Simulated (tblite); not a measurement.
C5H7ClNO2 (charge +1).
Cartesian coordinates in Å at the GFN2-xTB level; atoms count from 1:
```
atom  x, y, z in Å
C1     2.6980   -0.0341   -0.3420
O2     1.2842   -0.1139   -0.4596
C3     0.6263   -0.1986    0.7629
N4    -0.7909   -0.0679    0.4777
C5    -1.6348    0.9471    0.8663
C6    -2.8285    0.6932    0.2836
O7    -2.7174   -0.4370   -0.4497
C8    -1.4904   -0.8757   -0.3256
Cl9   -0.9458   -2.2561   -1.0767
H10    2.9945    0.8604    0.2118
H11    3.0728    0.0246   -1.3601
H12    3.1020   -0.9215    0.1515
H13    0.8038   -1.1706    1.2566
H14    0.9183    0.6136    1.4464
H15   -1.3253    1.7452    1.5112
H16   -3.7746    1.2004    0.3018
```

Calculated harmonic vibrations of the isolated species, GFN2-xTB (tblite), most abundant isotopes, no scaling. The method is semi-empirical: single wavenumbers can be off by several per cent or more. One conformer, not necessarily the lowest.

Harmonic wavenumbers (cm⁻¹): 30.6, 51.7, 103.8, 186.3, 218.8, 222.4, 312.9, 382.4, 382.9, 510.3, 609.8, 653.1, 756.4, 796.7, 819.9, 883.4, 988.6, 998.6, 1030.7, 1066.0, 1088.1, 1104.6, 1120.0, 1152.2, 1172.9, 1193.8, 1264.5, 1307.4, 1350.2, 1396.1, 1423.1, 1445.5, 1450.3, 1464.8, 1528.9, 2829.0, 2881.0, 2959.0, 2968.4, 3054.3, 3155.8, 3181.9.

A = 2061, B = 1152, C = 783.7 MHz; mass 148.017 u (most abundant isotopes); point group C1, symmetry number 1.

Task: Zero-point energy?

Result: ½Σν̃ = 25749 cm⁻¹ = 73.62 kcal/mol.

Task: Entropy at 350 K, 1 bar (ideal gas, RRHO, classical rotation)?

Result: Translation 41.71, rotation 30.01, vibration 31.03: S = 102.8 cal/(mol K).

Task: And Cp and H(350 K) − H(0)?

Result: Cp = 38.13 cal/(mol K), of which vibrations give 30.18 (their classical limit is 42 R = 83.5); H(350 K) − H(0) = 8.17 kcal/mol without the zero-point energy, 5.38 from vibrations.

Task: What must be added to the electronic energy to get the Gibbs energy at 350 K and 1 bar?

Result: ZPE + [H(350 K) − H(0)] − T·S = 73.62 + 8.17 − 35.96 = 45.83 kcal/mol.

Task: Which modes carry the vibrational entropy at 350 K?

Result: 30.6 cm⁻¹: 6.11; 51.7 cm⁻¹: 5.07; 103.8 cm⁻¹: 3.69; 186.3 cm⁻¹: 2.57; 218.8 cm⁻¹: 2.26; 222.4 cm⁻¹: 2.23 cal/(mol K); the other 36 give 9.10 together.

Task: Blend soft modes into free rotors: weight 1/[1 + (100 cm⁻¹/ν̃)⁴] for the oscillator and the rest for a rotor with moment μB/(μ + B), μ = h/(8π²ν), B = 10⁻⁴⁴ kg m². What vibrational entropy results?

Result: 27.49 cal/(mol K) in place of 31.03, which changes −T·S at 350 K by +1.24 kcal/mol.

Hindered rotation and anharmonicity are outside this model. Other conformers, if any are populated, would add a mixing term that is left out. The structure is chiral; the term R ln 2 for an equal mix with its mirror image is left out.
